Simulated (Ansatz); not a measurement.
`FB(F)S` + `N=C=O` → `O=C=NB(F)F` + H₂S at 298.15 K and 1 bar (ligand exchange at a B–S bond).

Computed with Ansatz on PBE0-D4/def2-TZVP structures; ΔE is electronic, products minus reactants. CBS: MP2 limit from def2 TZ/QZ plus the TZ coupled-cluster correction, frozen cores. This one scheme is used for every species. One conformer a species, not always the lowest.

| species | CCSD(T)/CBS energy (Eh) | H − E (kJ/mol) | S (J/(mol·K)) |
| --- | --- | --- | --- |
| `FB(F)S` | -622.90532 | 65.1 | 288.1 |
| `N=C=O` | -168.51995 | 67.5 | 238.3 |
| `O=C=NB(F)F` | -392.46591 | 79.6 | 321.3 |
| H₂S | -398.97279 | 49.9 | 205.7 |

H − E and S are ideal-gas, rigid-rotor, harmonic terms from PBE0-D4/def2-TZVP, for one conformer and one mirror image of each species. 1 Eh = 2625.50 kJ/mol, R = 8.31446 J/(mol·K).

Question: By hand: ΔE, ΔH, ΔS and ΔG.

Answer: ΔE = (-392.46591) + (-398.97279) − (-622.90532) − (-168.51995) = -0.01343 Eh = -35.3 kJ/mol. Δ(H − E) = 79.6 + 49.9 − 65.1 − 67.5 = -3.1, so ΔH = -38.4 kJ/mol. ΔS = 321.3 + 205.7 − 288.1 − 238.3 = 0.6 J/(mol·K). ΔG = -38.4 − 298.15 × (0.6)/1000 = -38.6 kJ/mol.

Question: By hand: the equilibrium constant, and the temperature at which ΔG would vanish if ΔH and ΔS stayed fixed.

Answer: log₁₀ K = −ΔG/(RT ln 10) = 6.8. ΔH and −TΔS have one sign here, so there is no such temperature. One of them is within its doubt of zero, so this could turn.

The number of gas molecules stays the same, so ΔS is small and ΔH decides. A doubt of 5 kJ/mol in ΔE shifts log₁₀ K by 0.9 here. Other conformers and mirror images would add mixing entropy, several J/(mol·K) or more a flexible species. These are equilibria of isolated gas molecules and say nothing of rates. Largest T1 diagnostic: 0.018 (customary marks: 0.02 for closed shells, 0.045 for open ones).
